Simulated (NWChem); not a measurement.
System: trimethylsulfonium (C3H9S cation); SMILES C[S+](C)C

Input file for NWChem:

```
start job
memory heap 200 mb stack 900 mb global 1100 mb
charge 1
geometry units angstroms noautosym nocenter noautoz
  C      0.447669    -1.581712     0.291168
  S      0.000000     0.000000    -0.498677
  C      1.145968     1.178549     0.291168
  C     -1.593637     0.403163     0.291168
  H      0.421569    -1.488976     1.379415
  H      1.449480    -1.846951    -0.055381
  H     -0.266587    -2.332632    -0.055234
  H      1.078706     1.109578     1.379415
  H      0.874766     2.178762    -0.055381
  H      2.153412     0.935445    -0.055234
  H     -1.500275     0.379398     1.379415
  H     -1.886825     1.397187    -0.055234
  H     -2.324246    -0.331811    -0.055381
end
basis spherical
  C library 6-311g**
  S library 6-311g**
  H library 6-311g**
end
dft
  xc xpbe96 cpbe96
  iterations 150
end
property
  shielding 4 1 2 5 6
end
task dft property
```

Geometry: optimised at B3LYP/6-31G* (spherical d).

GIAO values for the isolated, static molecule; σ is the absolute isotropic shielding.

Atoms are numbered as in the input.

Predict the main results of this run. (PBE/6-311G** (spherical d), GIAO.) Quantities: basis functions; σ C1 (ppm); σ S2 (ppm); σ H5 (rotor mean) (ppm).

The number of basis functions is 134. The σ C1 (ppm) is 151.1, the σ S2 (ppm) is 412.2 and the σ H5 (rotor mean) (ppm) is 28.94.
